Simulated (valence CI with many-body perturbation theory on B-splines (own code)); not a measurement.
**Si: calculation against measured levels**

Computed by valence CI with perturbative core correlation (CI+MBPT): four valence electrons over a frozen Dirac-Fock core [Ne], a basis of 11 s, 11 p, 10 d, 8 f, 5 g, 2 h functions for each j, with the one-electron correlation potential Σ1, the two-electron term Σ2, the three-electron term Σ3, Breit, model QED; selected CI, second order for the rest, scaled by the run's own slope (own B-spline code, finite nucleus).

Set against measurement, 48 paired levels are off by 85 cm⁻¹ on average, the worst by 300. These come from a selection out of the NIST Handbook of Basic Atomic Spectroscopic Data. Levels without a partner in it may be off by more. Among the levels kept, up to 2300 cm⁻¹ of a level comes from second order outside the variational space, and about a tenth of that is noise between levels of different J, which matters for small intervals.

Measured levels: NIST Handbook of Basic Atomic Spectroscopic Data (Sansonetti and Martin, J. Phys. Chem. Ref. Data 34, 1559 (2005)). Pairs share parity and J, and are chosen by configuration, term and nearness in energy; levels without a clear partner are left out. Energies in cm⁻¹ above the measured ground level.

Names give the largest LS component (configuration and term), which can be under half, so a name can repeat, a term be missing and a line seem to break the LS rules; names also repeat where a configuration has a term twice. Letters in brackets count levels of one name in rising energy.

```
   Computed label  Label in the source  Measured  Computed  Difference
      3s²3p² ³P_0           3s2 3p2 3P         0       0.0           0
      3s²3p² ³P_1           3s2 3p2 3P      77.1     156.9         +80
      3s²3p² ³P_2           3s2 3p2 3P     223.2     407.8        +185
      3s²3p² ¹D_2           3s2 3p2 1D    6298.8    6598.5        +300
      3s²3p² ¹S_0           3s2 3p2 1S   15394.4   15567.0        +173
      3s3p³ ⁵S°_2               3s 3p3   33326.0   33187.0        -139
    3s²3p4s ³P°_0        3s2 3p 4s 3P°   39683.2   39693.9         +11
    3s²3p4s ³P°_1        3s2 3p 4s 3P°   39760.3   39802.4         +42
    3s²3p4s ³P°_2        3s2 3p 4s 3P°   39955.1   40033.7         +79
    3s²3p4s ¹P°_1        3s2 3p 4s 1P°   40991.9   41044.7         +53
      3s3p³ ³D°_1           3s 3p3 3D°   45276.2   45282.9          +7
      3s3p³ ³D°_2           3s 3p3 3D°   45293.6   45336.6         +43
      3s3p³ ³D°_3           3s 3p3 3D°   45321.8   45372.7         +51
     3s²3p4p ¹P_1         3s2 3p 4p 1P   47284.1   47331.0         +47
     3s²3p4p ³D_1         3s2 3p 4p 3D   48020.1   48073.5         +53
     3s²3p4p ³D_2         3s2 3p 4p 3D   48102.3   48255.7        +153
     3s²3p4p ³D_3         3s2 3p 4p 3D   48264.3   48364.8        +100
     3s²3p4p ³P_0         3s2 3p 4p 3P   49028.3   49018.4         -10
     3s²3p4p ³P_1         3s2 3p 4p 3P   49060.6   49099.4         +39
     3s²3p4p ³P_2         3s2 3p 4p 3P   49188.6   49299.9        +111
     3s²3p4p ³S_1         3s2 3p 4p 3S   49399.7   49446.6         +47
     3s²3p4p ¹D_2         3s2 3p 4p 1D   50189.4   50328.5        +139
     3s²3p4p ¹S_0         3s2 3p 4p 1S   51612.0   51635.1         +23
    3s²3p5s ³P°_0        3s2 3p 5s 3P°   54245.0   54218.3         -27
    3s²3p5s ³P°_1        3s2 3p 5s 3P°   54313.8   54344.2         +30
    3s²3p5s ³P°_2        3s2 3p 5s 3P°   54528.2   54621.3         +93
    3s²3p5s ¹P°_1        3s2 3p 5s 1P°   54871.0   54906.1         +35
    3s²3p4d ¹D°_2        3s2 3p 4d 1D°   56503.3   56662.7        +159
    3s²3p4d ³P°_2        3s2 3p 4d 3P°   56690.9   56839.5        +149
3s²3p4d ³P°_1 [a]        3s2 3p 4d 3P°   56700.2   56795.3         +95
3s²3p4d ³P°_0 [a]        3s2 3p 4d 3P°   56733.4   56756.6         +23
     3s²3p5p ¹P_1         3s2 3p 5p 1P   56780.4   56800.2         +20
     3s²3p5p ³D_1         3s2 3p 5p 3D   56978.3   57000.2         +22
     3s²3p5p ³D_2         3s2 3p 5p 3D   57017.5   57122.8        +105
     3s²3p5p ³D_3         3s2 3p 5p 3D   57198.0   57263.5         +65
     3s²3p5p ³P_0         3s2 3p 5p 3P   57295.9   57255.5         -40
     3s²3p5p ³P_1         3s2 3p 5p 3P   57328.8   57339.7         +11
    3s²3p4d ³F°_2        3s2 3p 4d 3F°   57372.3   57517.0        +145
    3s²3p4d ³F°_3        3s2 3p 4d 3F°   57450.6   57613.3        +163
     3s²3p5p ³P_2         3s2 3p 5p 3P   57468.2   57572.6        +104
     3s²3p5p ³S_1         3s2 3p 5p 3S   57541.9   57546.1          +4
    3s²3p4d ³F°_4        3s2 3p 4d 3F°   57583.7   57696.8        +113
     3s²3p5p ¹D_2         3s2 3p 5p 1D   57798.1   57913.8        +116
     3s²3p5p ¹S_0         3s2 3p 5p 1S   58311.7   58306.1          -6
    3s²3p4d ¹P°_1        3s2 3p 4d 1P°   58801.5   58921.9        +120
    3s²3p4d ¹F°_3        3s2 3p 4d 1F°   58893.4   59062.2        +169
    3s²3p4d ³D°_2            3s2 3p 4d   59032.2   59194.6        +162
    3s²3p4d ³D°_1            3s2 3p 4d   59056.5   59171.6        +115
    3s²3p4d ³D°_3            3s2 3p 4d   59118.0   59241.2        +123
```

Over 48 excited levels the mean absolute difference is 85 cm⁻¹, the median 79 and the largest 300. The comparison draws on a selection of the measured levels: 49 of the 190 computed ones have a partner in it, and others may be off by more.
